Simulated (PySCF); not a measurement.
Cl2Pb, neutral, multiplicity 1. Atoms are numbered in the order given.

```xyz
3

Pb     0.0000     0.0000     0.4684
Cl     0.0000    -1.8417    -1.1296
Cl     0.0000     1.8417    -1.1296
```
Charge 0, spin multiplicity 1.

Geometry optimised at ωB97X-D3(BJ)/def2-TZVP. The isomer is the one that the SMILES or the coordinates give; other isomers of the formula were not compared. The def2 effective core potentials stand for the cores of Pb; spin–orbit coupling is left out.

These are ωB97X/def2-TZVPD in PySCF values and carry that method's errors.

Mulliken values depend strongly on the basis, most of all with diffuse functions as here. ESP charges are fitted to the potential on shells at 1.4 to 2.0 van der Waals radii. Atomic charges (e):

```csv
atom,Mulliken,ESP fit
Pb1,0.92,0.63
Cl2,-0.46,-0.32
Cl3,-0.46,-0.32
```
